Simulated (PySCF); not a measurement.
## Electronic structure of Ga²⁺ (gallium, charge +2) at the UHF level

Configuration: [Ar] 3d10 4d1, 2D determinant (an excited configuration). Computed with PySCF 2.14 in aug-cc-pV5Z-PP with ECP10MDF, with scalar relativity through the core potential.

* Total energy: -256.786682 hartree
* One-electron energy: -443.9856 hartree
* Hartree (Coulomb) energy: 208.4797 hartree
* Exchange energy: -21.2808 hartree
* ⟨S²⟩: 0.7500
* ⟨L²⟩: 6.000
* Sum of ⟨r⟩: 17.12 bohr
* Sum of ⟨r²⟩: 29.28 bohr²
* Traceless quadrupole moment −½Σ⟨3z² − r²⟩ along its main axis: 4.96 e·bohr²
* Time after the integrals: roughly 7 core-seconds

```json
{"shell": "3s α", "electrons": "1", "mean orbital energy (hartree)": "-7.52116", "spread (hartree)": "0", "rms radius, mean of both spins (bohr)": "0.702"}
{"shell": "3s β", "electrons": "1", "mean orbital energy (hartree)": "-7.51835", "spread (hartree)": "0", "rms radius, mean of both spins (bohr)": "0.702"}
{"shell": "3p α", "electrons": "3", "mean orbital energy (hartree)": "-5.51149", "spread (hartree)": "0.00131", "rms radius, mean of both spins (bohr)": "0.738"}
{"shell": "3p β", "electrons": "3", "mean orbital energy (hartree)": "-5.50843", "spread (hartree)": "0.00491", "rms radius, mean of both spins (bohr)": "0.738"}
{"shell": "3d α", "electrons": "5", "mean orbital energy (hartree)": "-2.10434", "spread (hartree)": "0.01286", "rms radius, mean of both spins (bohr)": "0.872"}
{"shell": "3d β", "electrons": "5", "mean orbital energy (hartree)": "-2.10042", "spread (hartree)": "0.00593", "rms radius, mean of both spins (bohr)": "0.872"}
{"shell": "4d α", "electrons": "1", "mean orbital energy (hartree)": "-0.46470", "spread (hartree)": "0", "rms radius, mean of both spins (bohr)": "4.18"}
```

Energies and moments cover only the electrons outside the core potential. The outer electron is Rydberg-like, and this basis confines it to a smaller radius and binds it less than a complete one would.
